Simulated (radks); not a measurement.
Question: Excited configurations of Al I: one electron is placed in a higher orbital outside [Ne] 3s2. The ground configuration is [Ne] 3s2 3p1. All-electron calculation, non-relativistic Kohn-Sham, r2SCAN, spin-polarised, spherical densities, point nucleus; open shells are filled with parallel spins first; meta-GGA in the generalised Kohn-Sham scheme. Program: a radial shooting solver on a logarithmic mesh with Libxc functionals. Excitation = E - E(ground); binding = E(ion) - E, where the ion is the core of charge +1; n* = 1/sqrt(2 binding) in atomic units, and the quantum defect is n - n*.

| outer orbital | excitation (eV) | binding (eV) | n* | quantum defect | eigenvalue (eV) | <r> (bohr) |
|---|---|---|---|---|---|---|
| 5p | 4.823 | 1.085 | 3.541 | 1.459 | -0.678 | 18.99 |
| 6d | 5.430 | 0.478 | 5.336 | 0.664 | -0.303 | 43.68 |
| 7d | 5.555 | 0.353 | 6.211 | 0.789 | -0.231 | 60.70 |

Estimate the row for 5s.

Answer: excitation (eV) 4.562; binding (eV) 1.345; n* 3.180; quantum defect 1.820; eigenvalue (eV) -0.852; <r> (bohr) 15.46. The Delta-SCF ionisation energy is 5.908 eV (NIST Atomic Spectra Database: 5.986 eV, measured). Self-interaction in the functional shifts the binding energies and quantum defects, so they are the method's values and not measured ones. Open shells are spherical and high-spin; term and fine-structure splittings are not resolved.
